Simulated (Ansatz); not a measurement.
Isomers of C$_{3}$H$_{6}$FNSi, relaxed with PBE0-D4/def2-TZVP in Ansatz; electronic energies, one conformer each and not always the lowest. Functionals use def2-TZVPP; CBS adds triple-zeta CCSD(T) − MP2 to the MP2 limit of def2-TZVPP and def2-QZVPP.

Task: Order them by energy at frozen-core CCSD(T)/CBS, lowest first. (An estimate is asked.)
A. `F[SiH2]C1C=NC1`
B. `CC[Si]1(F)C=N1`
C. `NC1(F)C=C[SiH2]1`
D. `C#CN(C)[SiH2]F`
E. `C=N/C([SiH3])=C\F`
F. `C=C=C(F)N[SiH3]`
G. `C=N/C(F)=C/[SiH3]`
H. `C[Si](C)(F)C#N`

Result: H (0.0 kcal/mol), B (47.7 kcal/mol), D (58.7 kcal/mol), A (59.9 kcal/mol), C (95.5 kcal/mol), G (100.0 kcal/mol), F (104.0 kcal/mol), E (108.1 kcal/mol).

Task: How do ωB97M-V, MP2/CBS(def2), B3LYP-D4, HF/CBS(def2) place them (kcal/mol, against `C[Si](C)(F)C#N`)? (An estimate is asked.)

Result: Computed: 
| isomer | ωB97M-V | MP2/CBS(def2) | B3LYP-D4 | HF/CBS(def2) |
| --- | --- | --- | --- | --- |
| `CC[Si]1(F)C=N1` | 46.1 | 49.0 | 47.3 | 53.4 |
| `C=N/C(F)=C/[SiH3]` | 98.0 | 106.3 | 92.7 | 100.3 |
| `C=C=C(F)N[SiH3]` | 101.0 | 109.3 | 96.0 | 105.4 |
| `F[SiH2]C1C=NC1` | 59.4 | 61.9 | 60.1 | 64.5 |
| `C#CN(C)[SiH2]F` | 59.3 | 58.8 | 55.8 | 57.8 |
| `NC1(F)C=C[SiH2]1` | 92.8 | 99.2 | 93.3 | 102.6 |
| `C=N/C([SiH3])=C\F` | 106.3 | 114.1 | 101.1 | 109.5 |

B3LYP here is the variant with VWN-RPA as its local correlation; programs differ in this.
